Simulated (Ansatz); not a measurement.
All values below come from frozen-core CCSD(T)/cc-pVTZ // B3LYP-D3(BJ)/def2-TZVP run with Ansatz (a first-principles code). The restricted HF reference is unstable towards unrestricted orbitals.

Ansatz 0.2 input:
```yaml
crystal:
  periodic: [false, false, false]
  atoms:
    - { symbol: B, position_ang: [1.523944, 1.728327, -1.004102] }
    - { symbol: C, position_ang: [0.226642, 0.954096, -0.790271] }
    - { symbol: C, position_ang: [0.132918, -0.034627, 0.129143] }
    - { symbol: C, position_ang: [-1.05244, -0.817376, 0.396701] }
    - { symbol: C, position_ang: [-1.100031, -1.786539, 1.315609] }
    - { symbol: H, position_ang: [2.4803, 1.453953, -0.342536] }
    - { symbol: H, position_ang: [1.607864, 2.599702, -1.814185] }
    - { symbol: H, position_ang: [-0.667954, 1.171464, -1.371286] }
    - { symbol: H, position_ang: [1.009986, -0.275409, 0.725631] }
    - { symbol: H, position_ang: [-1.935236, -0.587078, -0.191902] }
    - { symbol: H, position_ang: [-2.000632, -2.357817, 1.495958] }
    - { symbol: H, position_ang: [-0.231898, -2.034383, 1.915049] }
basis:
  gaussian: { orbitals: cc-pVTZ }
correlation:
  method: ccsd_t
```

Output:

```
Functional definition: HF
1408 factors; integrals over basis functions are off by at most 8.0e-4 eV
mean field evaluation 1: about -4901.2954 eV, gradient 3.2e1 eV
mean field evaluation 2: about -4901.5720 eV, gradient 3.2e1 eV
mean field evaluation 4: about -4904.6326 eV, gradient 3.6e0 eV
mean field evaluation 8: about -4904.6773 eV, gradient 1.9e-1 eV
mean field evaluation 16: about -4904.0665 eV, gradient 1.0e1 eV
mean field -4904.67757572 eV, -180.2435763977 hartree, gradient 1.6e-6 eV, S^2 0.000000; 0 other end points of the search recorded, 0 dependent functions left out; unrestricted orbitals would lower it
5 core orbitals not correlated
reference -4904.67757572 eV, -180.2435763977 hartree; 13, 13 occupied and 230, 230 virtual orbitals, 1408 factors
second order -20.20793104 eV of doubles, -0.00000000 eV of singles
cycle   1  -20.75591201 eV  change   -5.5e-1 eV  update   1.0e-1
cycle   2  -21.31379377 eV  change   -5.6e-1 eV  update   3.3e-2
cycle   3  -21.43360142 eV  change   -1.2e-1 eV  update   1.5e-2
cycle   4  -21.43025914 eV  change    3.3e-3 eV  update   4.6e-3
cycle   5  -21.42974599 eV  change    5.1e-4 eV  update   2.1e-3
cycle   6  -21.43042054 eV  change   -6.7e-4 eV  update   7.0e-4
cycle   7  -21.43038412 eV  change    3.6e-5 eV  update   3.1e-4
cycle   8  -21.43036620 eV  change    1.8e-5 eV  update   1.4e-4
cycle   9  -21.43040592 eV  change   -4.0e-5 eV  update   4.3e-5
cycle  10  -21.43039156 eV  change    1.4e-5 eV  update   1.7e-5
perturbative correction -1.00448086 eV, -0.0369139908 hartree
Total energy: -4927.11244814 eV, -181.0680427523 hartree
```

Cost: very roughly 7 core-minutes.
